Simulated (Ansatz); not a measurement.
Consider the isomerisation: `BC(F)([SiH3])[SiH3]` → `C[SiH](F)B[SiH3]`.

Program: Ansatz. Geometries: PBE0-D4/def2-TZVP. ΔE: electronic, gas phase. CBS: MP2 limit from def2 TZ/QZ plus the TZ coupled-cluster correction, frozen cores. Functionals use def2-TZVPP. Each species was taken in one conformer, which may not be the lowest.

CCSD(T)/CBS gives -46.6 kcal/mol.

Problem. Another level gave -46.3 kcal/mol. Which?
A. PBE0/def2-TZVPP
B. ωB97M-V/def2-TZVPP
C. HF/def2-TZVPP
D. SCS-MP2/def2-TZVPP

Solution. A. PBE0 -46.3, HF/def2-TZVPP -48.8, SCS-MP2/def2-TZVPP -45.4, ωB97M-V -42.9 kcal/mol.

Largest T1 diagnostic among the species: 0.014.

The D4 term adds +1.8 kcal/mol with B3LYP and +0.9 kcal/mol with PBE0; it sums over pairs of atoms, weighted by their polarisabilities, and B3LYP, whose exchange is more repulsive, gets the larger term. From PBE to PBE0 (25 % exact exchange), in def2-TZVPP and without D4, ΔE moves by −1.6 kcal/mol.

B3LYP here is the variant with VWN-RPA as its local correlation; programs differ in this.
